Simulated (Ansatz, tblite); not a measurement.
Series Snvinyl3X: vertical triplet (eV) at several levels, gas phase, relaxed structures; Ansatz, xTB through tblite. Core potentials for Sn in the def2 sets, no spin–orbit coupling. xTB has no spin-polarisation term. The structures are stationary points that may keep the symmetry of their start. Remarks come from the PBE and PBE0 runs and from stability tests at other levels; not every state was tested. HOMO above LUMO (over both spins in singlets and doublets, within one spin in higher multiplets; at PBE or PBE0), or a gap under 0.15 eV within one spin, warns that the state may not be the lowest or that an electron is smeared out.

| species | state | geometry | GFN1-xTB | GFN2-xTB | PBE-D4/def2-TZVP | r2SCAN-D4/def2-TZVP | PBE0-D4/def2-TZVP | remarks |
| --- | --- | --- | --- | --- | --- | --- | --- | --- |
| Sn(vinyl)3(OEt) (C8H14OSn) | singlet | r2SCAN-D4/def2-SVP | 4.19 | 4.17 | 4.18 | 3.95 | 4.09 | gap within one spin near zero at PBE or PBE0 (triplet) |
| Sn(vinyl)3(NMe2) (C8H15NSn) | singlet | PBE-D4/def2-SVP | 3.74 | 3.76 | 3.68 | 3.78 | 4.08 | – |

Estimate the rows for Sn(vinyl)3Br (C6H9BrSn) (singlet, PBE-D4/def2-SVP geometry).


```tsv
species	state	geometry	GFN1-xTB	GFN2-xTB	PBE-D4/def2-TZVP	r2SCAN-D4/def2-TZVP	PBE0-D4/def2-TZVP
Sn(vinyl)3Br (C6H9BrSn)	singlet	PBE-D4/def2-SVP	4.16	3.91	4.22	3.93	4.07
```

Over the 3 species that have every level, the mean is 4.03 at GFN1-xTB, 3.94 at GFN2-xTB, 4.02 at PBE-D4/def2-TZVP, 3.88 at r2SCAN-D4/def2-TZVP, 4.08 at PBE0-D4/def2-TZVP.
